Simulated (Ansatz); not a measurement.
Consider the cleavage of the B–Si bond: `B[SiH2]BO` + `[OH][Al]([Cl])[Cl]` → `B[O][Al]([Cl])[Cl]` + `OB[SiH3]`.

Gas-phase electronic energies from Ansatz, PBE0-D4/def2-TZVP geometries. CBS: MP2 limit from def2 TZ/QZ plus the TZ coupled-cluster correction, frozen cores. DFT in def2-TZVPP. One conformer a species, not always the lowest.

CCSD(T)/CBS gives -36.4 kcal/mol.

Task: Another level gave -36.5 kcal/mol. Which?
A. MP2/def2-TZVPP
B. PBE0-D4/def2-TZVPP
C. r2SCAN0-D4/def2-TZVPP
D. PBE-D4/def2-TZVPP

Result: C. r2SCAN0-D4 -36.5, MP2/def2-TZVPP -38.0, PBE-D4 -33.0, PBE0-D4 -34.6 kcal/mol.

Largest T1 diagnostic among the species: 0.016.

From r2SCAN to r2SCAN0 (25 % exact exchange), in def2-TZVPP and without D4, ΔE moves by −1.2 kcal/mol. In def2-TZVPP, CCSD(T) changes the Hartree–Fock value by +5.6 kcal/mol (the triples alone add +0.7 kcal/mol) and MP2 by +4.5 kcal/mol. Leaving LDA and LC-ωPBE aside and taking each functional with its dispersion term where it has one, the values, not all of them listed here, spread over 7.5 kcal/mol, from BHLYP-D4 to revPBE-D4. LDA lies −1.5 kcal/mol from PBE without D4.
